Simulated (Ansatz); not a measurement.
`[AlH2][CH](S)O[SiH3]` at its PBE0-D4/def2-TZVP geometry, where that method's forces vanish. Total charge 0; spin multiplicity 1.

```xyz
12

Al    0.7399   -0.6028    2.1758
C     0.5475   -0.2299    0.2535
S     0.2645    1.5278    0.9562
O    -0.4623   -0.6668   -0.5764
Si   -0.7459   -0.0411   -2.0875
H    -0.5766   -0.9261    2.9958
H     2.2153   -0.6486    2.7492
H     1.4962   -0.0761   -0.2785
H    -0.9876    1.2836    1.3879
H    -1.5551   -1.0544   -2.8001
H    -1.4898    1.2415   -2.0030
H     0.5538    0.1929   -2.7730
```

Problem. What forces (eV/Å) does r2SCAN-D4/def2-TZVPP give on these atoms in Ansatz 0.2.0? (An estimate is asked.)

Solution. The calculation gave: 
```
Al1  0.001  0.023  0.063
C2   0.236 -0.190  0.113
S3   0.001  0.260  0.091
O4  -0.205 -0.120 -0.130
Si5 -0.020  0.026 -0.099
H6   0.023 -0.005 -0.019
H7  -0.025 -0.006 -0.014
H8   0.007  0.021 -0.028
H9  -0.022 -0.012  0.004
H10  0.019  0.031  0.015
H11  0.013 -0.026 -0.006
H12 -0.028 -0.001  0.009
```
